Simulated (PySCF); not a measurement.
TeF3, SMILES F[Te+](F)F, charge +1.

Coordinates come from a PBE-D3(BJ)/def2-SVP optimisation. The multiplicity is an assumed one; other spin states were not compared. The isomer is the one that the SMILES or the coordinates give; other isomers of the formula were not compared. The def2 effective core potentials stand for the cores of Te; spin–orbit coupling is left out.

Calculation: PySCF 2.14.0 with PBE-D3(BJ)/def2-SVP.

Frequencies are harmonic and unscaled.

Modes within 1.5 cm⁻¹ of each other (mostly degenerate sets) share a row, with their intensities summed.

```
mode  ν (cm⁻¹)  IR (km/mol)  moving atoms (share of kinetic energy)
----  --------  -----------  --------------------------------------
1–2        190          9.5                                  F 94 %
3          232         18.4                         F 81 %, Te 19 %
4          689         17.1                         F 89 %, Te 11 %
5–6        694         89.6                         F 85 %, Te 15 %
```
